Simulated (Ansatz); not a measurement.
`NB(O[SiH3])O[SiH3]` and `NB(N)O[SiH3]` differ in one atom or group.

Ansatz, PBE0-D4/def2-TZVP geometries, multiplicity 1. Each molecule was computed in one conformer, which needn't be the lowest.

```json
{"property": "size of the dipole moment (B3LYP/def2-TZVPP) / D", "`NB(O[SiH3])O[SiH3]`": "1.68"}
{"property": "LUMO energy (ωB97M-V/def2-TZVPP) / eV", "`NB(O[SiH3])O[SiH3]`": "1.60"}
{"property": "HOMO–LUMO gap (PBE/def2-TZVPP) / eV", "`NB(O[SiH3])O[SiH3]`": "5.58"}
{"property": "HOMO energy (ωB97M-V/def2-TZVPP) / eV", "`NB(O[SiH3])O[SiH3]`": "-10.22"}
{"property": "HOMO energy (PBE0/def2-TZVPP) / eV", "`NB(O[SiH3])O[SiH3]`": "-7.83"}
{"property": "LUMO energy (PBE0/def2-TZVPP) / eV", "`NB(O[SiH3])O[SiH3]`": "0.03"}
```

(1) What does the change do to each property? (Best estimate.)

## Answers

(1) Computed: 
```
                                        property  `NB(N)O[SiH3]`  shift
size of the dipole moment (B3LYP/def2-TZVPP) / D            1.64  -0.04
           LUMO energy (ωB97M-V/def2-TZVPP) / eV            1.88   0.28
             HOMO–LUMO gap (PBE/def2-TZVPP) / eV            5.10  -0.48
           HOMO energy (ωB97M-V/def2-TZVPP) / eV           -9.36   0.86
              HOMO energy (PBE0/def2-TZVPP) / eV           -6.97   0.86
              LUMO energy (PBE0/def2-TZVPP) / eV            0.39   0.36
```

With PBE0 the HOMO rises by 0.86 eV and the LUMO rises by 0.36 eV, so the gap narrows by about 0.50 eV. PBE moves the HOMO by 0.84 eV and ωB97M-V by 0.86 eV. The zero-point energy changes by -10.5 kJ/mol with -6 modes. Dipoles are sizes alone; their direction can turn.

B3LYP here is the variant with VWN-RPA as its local correlation; programs differ in this.

Positive LUMOs are unbound, so they and the gaps depend on the basis.
